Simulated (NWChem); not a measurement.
System: SiF2 cation, doublet

NWChem printed, in part:

```
             Northwest Computational Chemistry Package (NWChem) 7.3.0
             --------------------------------------------------------

 C2V symmetry detected

                             Geometry "geometry" -> ""
                             -------------------------

 Output coordinates in angstroms (scale by  1.889725989 to convert to a.u.)

  No.       Tag          Charge          X              Y              Z
 ---- ---------------- ---------- -------------- -------------- --------------
    1 F                    9.0000     1.37369600     0.00000000    -0.34550294
    2 Si                  14.0000     0.00000000     0.00000000     0.44421806
    3 F                    9.0000    -1.37369600     0.00000000    -0.34550294

 Effective nuclear repulsion energy (a.u.)      99.7611941899

      Symmetry information
      --------------------

 Group name             C2v
 Group number             16
 Group order               4
 No. of unique centers     2

                                 NWChem DFT Module
                                 -----------------

 Summary of "ao basis" -> "ao basis" (spherical)
 ------------------------------------------------------------------------------
       Tag                 Description            Shells   Functions and Types
 ---------------- ------------------------------  ------  ---------------------
 F                          def2-svp                 6       14   3s2p1d
 Si                         def2-svp                 8       18   4s3p1d

      Symmetry analysis of basis
      --------------------------

        a1         19
        a2          5
        b1         14
        b2          8

            General Information
            -------------------
          SCF calculation type: DFT
          Wavefunction type:  spin polarized.
          No. of atoms     :     3
          No. of electrons :    31
           Alpha electrons :    16
            Beta electrons :    15
          Charge           :     1
          Spin multiplicity:     2
          Use of symmetry is: on ; symmetry adaption is: on
          Maximum number of iterations: 150
          AO basis - number of functions:    46
                     number of shells:    20
          Convergence on energy requested:  1.00D-06
          Convergence on density requested:  1.00D-05
          Convergence on gradient requested:  5.00D-04

              XC Information
              --------------
                         B3LYP Method XC Potential
                     Hartree-Fock (Exact) Exchange  0.200
                        Slater Exchange Functional  0.800 local
                    Becke 1988 Exchange Functional  0.720 non-local
              Lee-Yang-Parr Correlation Functional  0.810
                  VWN I RPA Correlation Functional  0.190 local

             Grid Information
             ----------------
          Grid used for XC integration:  medium
          Radial quadrature: Mura-Knowles
          Angular quadrature: Lebedev.
          Tag              B.-S. Rad. Rad. Pts. Rad. Cut. Ang. Pts.
          ---              ---------- --------- --------- ---------
          F                   0.50       49           7.0       434
          Si                  1.10       88           6.0       590
          Grid pruning is: on
          Number of quadrature shells:   137
          Spatial weights used:  Erf1

      Superposition of Atomic Density Guess
      -------------------------------------

 Sum of atomic energies:        -487.32356707

 Renormalizing density from      32.00 to     31

      Non-variational initial energy
      ------------------------------

 Total energy =    -478.002055
 1-e energy   =    -849.611350
 2-e energy   =     271.848101
 HOMO         =      -0.652557
 LUMO         =      -0.352770

   Symmetry analysis of molecular orbitals - initial alpha
   -------------------------------------------------------

  Numbering of irreducible representations:

     1 a1          2 a2          3 b1          4 b2

  Orbital symmetries:

     1 a1          2 a1          3 b1          4 a1          5 b1
     6 a1          7 b2          8 a1          9 b1         10 a1
    11 b1         12 a1         13 b2         14 a2         15 b1
    16 a1         17 b2         18 a1         19 b1         20 a1
    21 b2         22 a1         23 b1         24 b2         25 a1
    26 a2

   Symmetry analysis of molecular orbitals - initial beta
   ------------------------------------------------------

  Numbering of irreducible representations:

     1 a1          2 a2          3 b1          4 b2

  Orbital symmetries:

     1 a1          2 a1          3 b1          4 a1          5 b1
     6 a1          7 b2          8 a1          9 b1         10 a1
    11 b1         12 a1         13 b2         14 a2         15 b1
    16 a1         17 b2         18 a1         19 b1         20 a1
    21 b2         22 a1         23 b1         24 b2         25 a1
    26 a2

     ---------------------------------------------
      Total Density - Mulliken Population Analysis
     ---------------------------------------------

    Atom       Charge   Shell Charges
 -----------   ------   -------------------------------------------------------
    1 F    9     9.50   1.99  1.22  0.70  3.73  1.85  0.00
    2 Si  14    11.99   2.00  2.00  1.02  0.21  5.97  0.46  0.12  0.21
    3 F    9     9.50   1.99  1.22  0.70  3.73  1.85  0.00

     --------------------------------------------
      Spin Density - Mulliken Population Analysis
     --------------------------------------------

    Atom       Charge   Shell Charges
 -----------   ------   -------------------------------------------------------
    1 F    9     0.07   0.00  0.01 -0.01  0.07  0.00 -0.00
    2 Si  14     0.86   0.00  0.00  0.52  0.21  0.00  0.07  0.03  0.02
    3 F    9     0.07   0.00  0.01 -0.01  0.07  0.00 -0.00

[...]
```

Level: B3LYP/def2-SVP, spin-unrestricted. In the optimisation the excess spin sits in a1 (C2v, its own frame). The geometry was optimised at PBE-D3(BJ)/def2-SVP, spin-unrestricted. No stability test was run on the SCF state.

Write an input that gives this output.

Several could match; the one computed here: the input that was run:
```
start job
memory heap 200 mb stack 900 mb global 1100 mb
charge 1
geometry units angstroms noautoz
  F      1.373696     0.000000    -0.346894
  Si     0.000000     0.000000     0.442827
  F     -1.373696     0.000000    -0.346894
end
basis spherical
  F library def2-svp
  Si library def2-svp
end
dft
  odft
  mult 2
  xc b3lyp
  iterations 150
  mulliken
end
task dft energy
```
